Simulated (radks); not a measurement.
Spherical quantum dot in the effective-mass picture: electrons in a hard-walled sphere of radius 11.4, with a point charge +1 (a donor) at the centre, all in effective atomic units (hartree* = m*/eps^2 hartree, bohr* = eps/m* bohr), one dielectric constant everywhere. Calculated with a radial shooting solver with Libxc functionals: non-relativistic Kohn-Sham, LDA (Slater exchange, Perdew-Wang correlation), spin-polarised, spherical densities. Levels are named by radial order and angular momentum (1s, 1p, 1d, 2s, ...), and open shells are averaged over m.

N = 22, configuration 1s2 1p6 1d10 2s(up 1, down 0) 1f(up 3, down 0). This is the lowest configuration that the search found (a dilute case). Occupied and some empty levels:

level    occupation  eigenvalue (hartree*)  <r> (bohr*)
1s up             1                 2.1513        3.379
2s up             1                 2.1663        6.989
1s down           1                 2.1712        8.683
1p up             3                 2.1763        8.784
1p down           3                 2.1857        8.773
1d up             5                 2.2038        8.868
1d down           5                 2.2133        8.859
1f up             3                 2.2439        8.957
1f down           0                 2.2535        8.950
1g up             0                 2.2959        9.045
2s down           0                 2.3017        2.544
1g down           0                 2.3055        9.041
2p up             0                 2.4283        5.726
2p down           0                 2.4392        5.942
2d up             0                 2.5045        6.608
2d down           0                 2.5108        6.634

Energy (hartree*): total 23.3569, kinetic 4.2380, external -3.3867, Hartree 26.127, exchange-correlation -3.6217.
